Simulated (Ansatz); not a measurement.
Ansatz results at the PBE0-D4/def2-TZVP geometry: HOMO energy (PBE0/def2-TZVPP) -8.24 eV; HOMO–LUMO gap (B3LYP/def2-TZVPP) 6.34 eV; HOMO–LUMO gap (ωB97M-V/def2-TZVPP) 10.84 eV.

Each molecule was computed in one conformer, which needn't be the lowest.

Which molecule gave them?
A. `BS[CH](F)[GeH3]`
B. `FB(S)[CH2][GeH3]`
C. `C#CO[CH2][AlH][CH3]`
D. `C[SiH](S)CO`

A. The others give `C#CO[CH2][AlH][CH3]`: -7.36, 6.11, 10.57; `C[SiH](S)CO`: -7.37, 7.22, 11.67; `FB(S)[CH2][GeH3]`: -7.93, 7.08, 11.67.

B3LYP here is the variant with VWN-RPA as its local correlation; programs differ in this.
